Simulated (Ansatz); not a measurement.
Ansatz results at the PBE0-D4/def2-TZVP geometry: HOMO energy (B3LYP/def2-TZVPP) -6.31 eV; size of the dipole moment (B3LYP/def2-TZVPP) 1.38 D; HOMO energy (ωB97M-V/def2-TZVPP) -8.75 eV.

Q: Which molecule gave them?
A. `C#CN[SiH3]`
B. `C=C1N[SiH2]1`
C. `N#C[SiH2]P`
D. `[SiH3]C1=CN1`

A: A. The others give `[SiH3]C1=CN1`: -5.98, 1.81, -8.48; `N#C[SiH2]P`: -8.06, 3.87, -10.38; `C=C1N[SiH2]1`: -5.90, 1.59, -8.30.

B3LYP here is the variant with VWN-RPA as its local correlation; programs differ in this.
